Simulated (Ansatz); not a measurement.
A nudged elastic band was laid between two geometries of CH$_{4}$FIn (7 atoms, charge 0, multiplicity 1).

The calculation used Ansatz 0.2.0, RKS LDA/def2-SVP.

```json
{
 "movable images": "5",
 "climbing image": "yes",
 "spring": "5.0 eV/Å²",
 "optimiser": "quadratic models (default)",
 "start path": "through a guess of the saddle point",
 "force threshold": "0.03 eV/Å",
 "iteration limit": "60",
 "end points": "relaxed"
}
```

First end point:

```xyz
7
Properties=species:S:1:pos:R:3
C -0.915 0.420 -0.273
In 1.037 -0.322 0.082
F 0.993 -1.488 1.668
H -1.154 0.406 -1.355
H -1.631 -0.210 0.291
H -0.975 1.465 0.095
H 2.645 -0.271 -0.508
```

Last end point:

```xyz
7
Properties=species:S:1:pos:R:3
C -0.939 0.356 -0.282
In 0.999 -0.431 0.056
F 1.416 -0.291 1.974
H -0.844 1.375 -0.713
H -1.508 -0.282 -0.987
H -1.461 0.418 0.693
H 2.338 -1.145 -0.740
```

Problem. What changes between the two ends?

Solution. No bond is made or broken. The dihedral H5–C1–In2–F3 goes from -17 to -138°. The two ends are copies of one structure, up to a mirror image or an exchange of like atoms.

Problem. What energy profile does the band end with?

Solution. The run converged. The highest image is number 2 of 0 to 6, 0.002 eV above the ends, which have the same energy within 2 meV. The top lies less than 8 meV above the higher end, about what the thresholds resolve: that end is a shoulder or a very shallow well. A vibrational analysis at the climbing image gives no mode beyond 40i cm⁻¹: the surface is too flat there to confirm a saddle point.

| image | path coordinate (Å) | energy (eV) | dihedral H5–C1–In2–F3 (°) |
| --- | --- | --- | --- |
| 0 | 0.00 | 0.000 | -17 |
| 1 | 0.48 | 0.001 | -36 |
| 2 | 0.96 | 0.002 | -57 |
| 3 | 1.44 | 0.001 | -77 |
| 4 | 1.91 | 0.000 | -97 |
| 5 | 2.39 | 0.000 | -117 |
| 6 | 2.87 | 0.000 | -138 |

Problem. What is the geometry of the highest image?

Solution. 
```xyz
7
Properties=species:S:1:pos:R:3
C -0.918 0.404 -0.293
In 1.026 -0.357 0.067
F 1.118 -1.069 1.901
H -1.027 0.782 -1.328
H -1.650 -0.408 -0.106
H -1.108 1.224 0.429
H 2.558 -0.576 -0.670
```

Run time: 57 s on 1 thread of Arm Neoverse N1, on a shared host, peak memory 0.13 GiB.
